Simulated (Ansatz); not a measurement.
C2H2BFSe, SMILES `C#C[Se]BF`, relaxed with RKS PBE-D4/def2-SVP in the Gaussian-basis code of Ansatz from a rough embedded geometry. The force threshold is 0.03 eV/Å; the program also tests the step.

Total charge 0; spin multiplicity 1.

Start:

```xyz
7

C    -1.244    0.770   -1.438
C    -0.772    0.843   -0.402
Se   -0.021    0.961    1.304
B     0.991   -0.713    1.111
F     2.284   -0.797    0.506
H    -1.670    0.689   -2.484
H     0.432   -1.753    1.403
```

(1) How much energy does the relaxation release, and in how many steps? (An estimate is asked.)

(2) Which bonds change most? (Estimate.)

(3) Give the relaxed structure. (An estimate is asked.)

Answers

(1) Computed: 125.51 kJ/mol, in 17 steps.

(2) The calculation gave: B4–F5 from 1.430 to 1.324 Å; C1–C2 from 1.141 to 1.226 Å; C1–H6 from 1.132 to 1.081 Å; C2–Se3 from 1.869 to 1.838 Å.

(3) Ansatz gave: 
```xyz
7

C    -1.127    0.995   -1.619
C    -0.821    0.770   -0.453
Se   -0.432    0.502    1.323
B     0.960   -0.861    1.175
F     1.371   -1.330    0.007
H    -1.388    1.187   -2.650
H     1.436   -1.264    2.218
```
